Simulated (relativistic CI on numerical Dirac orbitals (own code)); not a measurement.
Spin-allowed bands of a d3 ion in an octahedral site, by hand

Problem. Take Δ = 21100 cm⁻¹ and B = 600 cm⁻¹ for a d3 ion in an octahedral site. Calculate the three spin-allowed bands.

Working.
1. The terms of highest spin are 4F (energy 0) and 4P (15B = 9000 cm⁻¹). Here the F term splits into A2 at −1.2Δ = -25320, T2 at −0.2Δ = -4220 and T1 at +0.6Δ = 12660 cm⁻¹.
2. The two T1 states mix through the element 0.4Δ: H = [[12660, 8440], [8440, 9000]], with roots ½(H₁₁ + H₂₂) ∓ ½√[(H₂₂ − H₁₁)² + 4H₁₂²] = ½(21660) ∓ ½(17272) = 2194 and 19466 cm⁻¹.
3. The ground term is 4A2 at -25320 cm⁻¹.
4. Bands: 4T2 21100 cm⁻¹ (474 nm), 4T1(F) 27514 cm⁻¹ (363 nm), 4T1(P) 44786 cm⁻¹ (223 nm).

Check. Exact diagonalisation of the whole d3 shell with these parameters gives 4T2 21100, 4T1 27514, 4T1 44786 cm⁻¹. The match is exact, since without spin-orbit coupling no other term has this spin. The ratio of the second band to the first, 1.304, depends on Δ/B = 35.2 alone, which is how a Tanabe-Sugano diagram is read.
